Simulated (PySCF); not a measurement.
SnH2FBr, SMILES [F][SnH2][Br]. Heavy atoms are numbered as in [SnH2:1]([F:2])[Br:3]. Hydrogens are named by the atom that carries them.

The structure is a stationary point at PBE-D3(BJ)/def2-SVP. The def2 effective core potentials stand for the cores of Sn; spin–orbit coupling is left out.

Calculation: PySCF with PBE/def2-TZVPD.

Mulliken values depend strongly on the basis, most of all with diffuse functions as here. ESP charges are fitted to the potential on shells at 1.4 to 2.0 van der Waals radii. Atomic charges (e), one atom of each kind:

```json
[
 {"atom": "Sn1 (SnH2)", "ESP fit": "0.41", "Mulliken": "0.84"},
 {"atom": "F2", "ESP fit": "-0.28", "Mulliken": "-0.50"},
 {"atom": "Br3", "ESP fit": "-0.15", "Mulliken": "-0.32"},
 {"atom": "H on Sn1", "ESP fit": "0.01", "Mulliken": "-0.01"}
]
```
